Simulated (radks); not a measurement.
Question: These are the eigenvalues of the occupied orbitals of an atom or ion with whole-number occupations (hartree). Method: scalar-relativistic Kohn-Sham, PBEsol, spin-polarised, spherical densities, point nucleus; computed with a radial shooting solver on a logarithmic mesh with Libxc functionals.

| orbital | eigenvalue |
|---|---|
| 1s up | -101.3389 |
| 1s down | -101.3253 |
| 2s up | -9.65380 |
| 2s down | -9.64074 |
| 2p up | -7.42398 |
| 2p down | -7.40594 |
| 3s up | -1.12549 |
| 3s down | -1.04352 |
| 3p up | -0.65958 |
| 3p down | -0.58286 |
| 5p up | -0.03146 |

Which element is it, and in what charge state? The configuration may be excited. Open shells, if any, are filled with parallel spins first.

Answer: Z = 17, chlorine, charge 0: Cl in [Ne] 3s2 3p4 5p1. The list shows which subshells hold electrons but not how many an open one holds; the 1s level, -101.34 hartree, gives Z - s = 14.2 by -(Z - s)^2/2, which with screening and relativity narrows Z to a few neighbours, and the depths of the outer levels then fix element, charge and occupations together.
